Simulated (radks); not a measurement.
The numbers below are computed, except where a source is named.
Cl+, configuration [Ne] 3s2 3p3 4s1 (not the ground configuration).

Level of theory: Dirac Kohn-Sham, LDA (Slater exchange, Perdew-Wang correlation), spin-unpolarised, spherical densities, finite nucleus; open shells fill j = l - 1/2 first; Fermi nuclear charge, rms radius 3.3654 fm (a radial shooting solver on a logarithmic mesh with Libxc functionals).

Energy parts (eV):
part                      energy
total                 -12491.457
kinetic                12548.588
electron-nucleus      -29550.654
Hartree                 5220.123
exchange-correlation    -709.513

Orbitals (lengths in bohr, moments of r in powers of bohr):
orbital  occ.  eigenvalue (eV)    <r^2>  small-component weight
1s1/2       2        -2762.771  0.01119                3.64e-03
2s1/2       2        -272.0913   0.2359                5.71e-04
2p1/2       2        -213.2179   0.2051                5.52e-04
2p3/2       4        -211.5200   0.2073                5.48e-04
3s1/2       2         -37.7383    2.426                1.03e-04
3p1/2       2         -24.8459    3.084                8.38e-05
3p3/2       1         -24.6832    3.109                8.33e-05
3d3/2       0          -7.7422    7.679                3.58e-05
3d5/2       0          -7.7359    7.691                3.57e-05
4s1/2       1          -7.9630    19.09                1.86e-05
4p1/2       0          -5.5057    27.31                1.41e-05
4p3/2       0          -5.4858    27.45                1.40e-05
4f5/2       0          -1.2334    122.0                2.85e-06
4f7/2       0          -1.2334    122.0                2.85e-06
5s1/2       0          -2.6310    87.33                6.68e-06

The highest occupied level is 4s1/2 at -7.963 eV. The electron density at the nucleus is 3571 e/bohr^3. The density falls to 0.001 e/bohr^3 at r = 4.57 bohr.
